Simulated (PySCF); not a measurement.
C5H7NO2.
SMILES with atom numbers: `[O:1]=[CH:2][NH:3][C:4]1=[CH:5][O:6][CH2:7][CH2:8]1`

Structure used (GFN2-xTB), in Å, numbered top down from 1:
```
atom  x, y, z in Å
O1     1.794   -1.618   -1.156
C2     2.255   -0.974   -0.248
N3     1.590   -0.091    0.535
C4     0.239    0.234    0.436
C5    -0.435    1.082    1.214
O6    -1.752    1.215    0.889
C7    -2.012    0.363   -0.232
C8    -0.692   -0.338   -0.600
H9     3.318   -1.040    0.052
H10    2.095    0.383    1.269
H11   -0.106    1.674    2.048
H12   -2.793   -0.345    0.060
H13   -2.395    0.987   -1.045
H14   -0.756   -1.423   -0.521
H15   -0.355   -0.101   -1.609
```

NICS is the negative of the GIAO shielding at a point without a nucleus: at the ring centre (0) and 1 Å above and below it (1); zz is the component along the ring normal. Level: GIAO PBE0/pcSseg-1 (PySCF, non-relativistic, gas phase) on the GFN2-xTB geometry, one conformer.

Ring bond lengths (Å), with Mayer bond orders in brackets: C4–C5 1.333 (1.73), C5–O6 1.363 (1.01), O6–C7 1.432 (0.88), C7–C8 1.539 (1.02), C8–C4 1.506 (1.05).

Problem. What do the NICS probes read (ppm)?

Solution. 
```tsv
ring	type	NICS(0)	NICS(1), two faces	NICS(1)zz, two faces	rms pucker (Å)	centre to ring atoms, mean (Å)
C4–C5–O6–C7–C8	5-membered ring with O; formal bonds 1 double, 4 single	-4.8	-1.8 / -1.8	-1.7 / -1.8	0.00	1.22
```

Problem. What do they say, and how far can they be read as aromaticity?

Solution. 
- C4–C5–O6–C7–C8: mean NICS(1)zz -1.7 ppm, near zero. C7, C8 have four or more neighbours, and the NICS criterion for π rings isn't applied.

Problem. What is the mean of the two in-plane components of NICS at the second NICS(1) probe listed for ring C4–C5–O6–C7–C8, 1 Å off the ring?

Solution. The isotropic value is a third of the trace: (3 × -1.8 − (-1.8))/2 = -1.8 ppm.

Time: 39 s wall. Hardware: one thread of an Arm Neoverse N1, no GPU (shared host). This is the whole shielding run at PBE0/pcSseg-1, SCF included.
